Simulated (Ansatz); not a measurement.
Two members of one family (Series GeX4), computed with Ansatz in the gas phase. The two geometries come from different levels. Binding counts from free atoms in the multiplicity of their measured ground term, without zero-point energy. A dash marks a value that wasn't run or was left out as unsound. The structures are stationary points that may keep the symmetry of their start. Remarks come from the PBE and PBE0 runs and from stability tests at other levels; not every state was tested. HOMO above LUMO (over both spins in singlets and doublets, within one spin in higher multiplets; at PBE or PBE0), or a gap under 0.15 eV within one spin, warns that the state may not be the lowest or that an electron is smeared out.

First: GeMe4 (singlet, charge 0, PBE-D4/def2-SVP geometry).

```xyz
17

Ge    0.000    0.000    0.000
C     0.480    1.886    0.327
H     1.463    1.958    0.834
H    -0.277    2.377    0.970
H     0.541    2.446   -0.628
C    -1.756   -0.086   -0.896
H    -2.045   -1.137   -1.092
H    -1.728    0.453   -1.864
H    -2.541    0.377   -0.264
C    -0.091   -0.964    1.719
H    -0.363   -2.026    1.559
H    -0.851   -0.507    2.385
H     0.888   -0.931    2.239
C     1.367   -0.837   -1.151
H     2.363   -0.796   -0.667
H     1.433   -0.313   -2.126
H     1.118   -1.899   -1.345
```

```csv
level,HOMO (eV),LUMO (eV),gap (eV),vertical IE (eV),binding per atom (eV)
LDA (SPW92)/def2-TZVP,-6.95,-0.11,6.84,–,4.29
PBE-D4/def2-TZVP,-6.82,0.02,6.84,9.54,3.86
r2SCAN-D4/def2-TZVP,-7.08,0.78,7.87,–,3.83
PBE0-D4/def2-SVP,-8.03,1.40,9.43,–,3.86
PBE0-D4/def2-TZVP,-8.06,0.78,8.84,9.90,3.83
```

Remarks: gap within one spin near zero at PBE or PBE0 (+1 doublet).

Second: Ge(SiH3)4 (singlet, charge 0, r2SCAN-D4/def2-SVP geometry).

```
atom   x (Å)   y (Å)   z (Å)
 Ge1   0.006   0.000   0.006
 Si2   1.870   1.296  -0.716
  H3   3.112   0.861  -0.006
  H4   1.635   2.744  -0.430
  H5   2.071   1.123  -2.187
 Si6   0.500  -2.319  -0.230
  H7   0.862  -2.630  -1.646
  H8  -0.693  -3.134   0.151
  H9   1.644  -2.699   0.653
Si10  -1.885   0.544  -1.339
 H11  -2.240   1.985  -1.168
 H12  -3.060  -0.291  -0.944
 H13  -1.577   0.292  -2.779
Si14  -0.481   0.479   2.289
 H15   0.749   0.331   3.125
 H16  -1.525  -0.461   2.800
 H17  -0.988   1.878   2.421
```

Problem. Estimate the same table for the second.

Solution. 
```tsv
level	HOMO (eV)	LUMO (eV)	gap (eV)	vertical IE (eV)	binding per atom (eV)
LDA (SPW92)/def2-TZVP	-6.94	-1.41	5.53	–	3.24
PBE-D4/def2-TZVP	-6.87	-1.12	5.75	9.17	2.91
r2SCAN-D4/def2-TZVP	-7.12	-0.77	6.35	–	2.96
PBE0-D4/def2-SVP	-7.93	0.01	7.95	–	2.91
PBE0-D4/def2-TZVP	-7.89	-0.29	7.60	9.45	2.92
```

Remarks: gap within one spin near zero at PBE or PBE0 (+1 doublet).
